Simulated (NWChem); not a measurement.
System: neopentane (C₅H₁₂); SMILES CC(C)(C)C

NWChem input:

```
start job
memory heap 200 mb stack 900 mb global 1100 mb
geometry units angstroms
  C     -1.085797    -0.046711     1.078762
  C     -0.000054     0.000096     0.000038
  C      1.378211    -0.110807     0.657942
  C     -0.096016     1.323693    -0.763854
  C     -0.196455    -1.166089    -0.972755
  H     -0.970718     0.782165     1.795839
  H     -2.091606     0.031175     0.635216
  H     -1.042311    -0.989867     1.647114
  H      2.182547    -0.080141    -0.094770
  H      1.549701     0.716561     1.365425
  H      1.478057    -1.055424     1.216689
  H      0.041642     2.184042    -0.089092
  H     -1.079145     1.432942    -1.249650
  H      0.674629     1.387116    -1.549069
  H     -1.181846    -1.114049    -1.463480
  H     -0.132660    -2.134826    -0.451234
  H      0.571891    -1.159782    -1.762769
end
basis spherical
  C library 3-21g
  H library 3-21g
end
dft
  xc b3lyp
  iterations 150
end
driver
  maxiter 120
end
task dft optimize
task dft freq
```

The level has its own optimisation; frequencies are unscaled.

Give the results of this calculation. (B3LYP/3-21G.) Quantities: r C–C (Å); r C–H (Å); highest harmonic frequency (cm⁻¹); lowest (cm⁻¹); zero-point energy (kcal/mol).


```json
{
  "r C–C (Å)": "1.546",
  "r C–H (Å)": "1.097",
  "highest harmonic frequency (cm⁻¹)": "3107",
  "lowest (cm⁻¹)": "230",
  "zero-point energy (kcal/mol)": "101.3"
}
```
